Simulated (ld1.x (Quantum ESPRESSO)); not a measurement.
**Before and after: TM potential for C (Z = 6)**

ld1.x (Quantum ESPRESSO) 7.5 input, shortened:

```
&input
   title='C', zed=6., rel=1, dft='PBE', iswitch=3,
   config='[He] 2s2 2p1 3d-2'
 /
 &inputp
   pseudotype=2, tm=.true., lloc=2,
   nlcc=.true.
 /
3
2S  1  0   2.00   0.00  0.85  0.85  0.0
2P  2  1   1.00   0.00  1.30  1.30  0.0
3D  3  2  -2.00   0.25  1.10  1.10  0.0
 &test
   configts(1)='2s2 2p1'
 /
```

All-electron outer shells of the reference configuration (PBE, scalar-relativistic, ld1.x):

| shell | level (eV) | outermost node (bohr) | outermost maximum (bohr) |
| --- | --- | --- | --- |
| 2s | -25.76 | 0.38 | 1.17 |
| 2p | -17.00 | – | 1.11 |

Change: wave 2s (bound): rc 0.85 bohr becomes 2s (bound): rc 1.16 bohr.

Cutoffs: the cutoffs (Ry, on a coarse ladder) from which the occupation-weighted sum of valence levels, in a spherical-Bessel basis at the reference potential, stays within 10 and 1 mRy of its value at 400 Ry; they do not see the model core or the augmentation charge, which bear on the density cutoff. Errors are all-electron minus pseudo energies relative to the spin-unpolarised reference configuration.

Problem. What does the change do?

Solution. The potential gets softer (80 Ry and 200 Ry → 50 Ry and 90 Ry); of the 7 tests that both files solve, the error grows in 0 and shrinks in 2 by more than 15 % and 0.3 meV (median size 28.1 → 24.2 meV); neither file shows a bound ghost. A larger radius leaves more room for a smooth pseudo-wave, so fewer plane waves are needed.

| quantity | base | changed |
| --- | --- | --- |
| cutoff, loose | 80 Ry | 50 Ry |
| cutoff, tight | 200 Ry | 90 Ry |
| loose cutoff by channel (10 mRy a level) | s 55 Ry, p 45 Ry | s 30 Ry, p 45 Ry |
| bound ghosts | none | none |
| error for 2s2 2p2, meV [ΔE -10.86 eV] | +8.2 | +8.0 |
| error for 2s2 2p0, meV [ΔE 24.16 eV] | +41 | +41 |
| error for 2s1 2p0, meV [ΔE 72.35 eV] | +130 | +133 |
| error for 2s2 2p1.5, meV [ΔE -6.90 eV] | +3.4 | +3.3 |
| error for 2s0 2p4, meV [ΔE 6.11 eV] | +67 | +56 |
| error for 2s1 2p3, meV [ΔE -2.38 eV] | +28 | +24 |
| error for 2s1 2p2, meV [ΔE 8.75 eV] | +14 | +11 |
| s: phases at 1.40 bohr within 0.05 rad from the reference energy up to (Ry; the scan ends near 5) | to the end of the scan | to the end of the scan |
| p: phases at 1.40 bohr within 0.05 rad from the reference energy up to (Ry; the scan ends near 5) | to the end of the scan | to the end of the scan |
| d: phases at 1.40 bohr within 0.05 rad from the reference energy up to (Ry; the scan ends near 5) | to the end of the scan | to the end of the scan |
